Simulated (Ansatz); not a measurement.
Input for Ansatz (a quantum-chemistry and plane-wave program): SC-NEVPT2 on CASSCF(2,2)/def2-TZVPP on FHSn (SMILES [F][SnH]), a point of a bond scan (R = 4.842 Å). Elements past Kr take the def2 small-core potentials; no spin–orbit coupling.

Ansatz 0.2 input:
```yaml
crystal:
  periodic: [false, false, false]
  atoms:
    - {symbol: Sn, position_ang: [-0.09096150, -0.17370643, 0.21890608]}
    - {symbol: H, position_ang: [-2.64011477, -2.64531303, -3.07322077]}
    - {symbol: F, position_ang: [0.62035194, 1.08604865, -1.10498931]}
basis:
  gaussian:
    orbitals: def2-TZVPP
    pivot_positions_ang: [[-0.09096150, -0.17370643, 0.21890608], [-2.64011477, -2.64531303, -3.07322077], [0.62035194, 1.08604865, -1.10498931]]
magnetization: {spin_polarized: false}
correlation: {method: sc_nevpt2, electrons: outside_noble_gas, active_space: {window: {electrons: 2, orbitals: 2}}}
output: {orbitals: {seedname: ./end}}
```

Problem. What total energy does the run end on?

Solution. -313.6809 hartree.
